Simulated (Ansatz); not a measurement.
Ansatz results at the PBE0-D4/def2-TZVP geometry: size of the dipole moment (PBE/def2-TZVPP) 0.40 D; HOMO–LUMO gap (ωB97M-V/def2-TZVPP) 9.95 eV; LUMO energy (B3LYP/def2-TZVPP) -0.17 eV.

Each molecule was computed in one conformer, which needn't be the lowest.

(1) Which molecule gave them?
A. `[CH3][Hf]([CH3])([CH3])[CH3]`
B. `[OH][Hf]([OH])([F])[I]`
C. `C[O][Hf]([OH])([SeH])[O]C`
D. `CC(C)[NH][Hf]([OH])([OH])[OH]`

Results:

(1) D. The others give `[CH3][Hf]([CH3])([CH3])[CH3]`: 0.00, 10.81, -0.54; `[OH][Hf]([OH])([F])[I]`: 3.71, 10.48, -0.75; `C[O][Hf]([OH])([SeH])[O]C`: 3.50, 9.70, -0.36.

B3LYP here is the variant with VWN-RPA as its local correlation; programs differ in this.
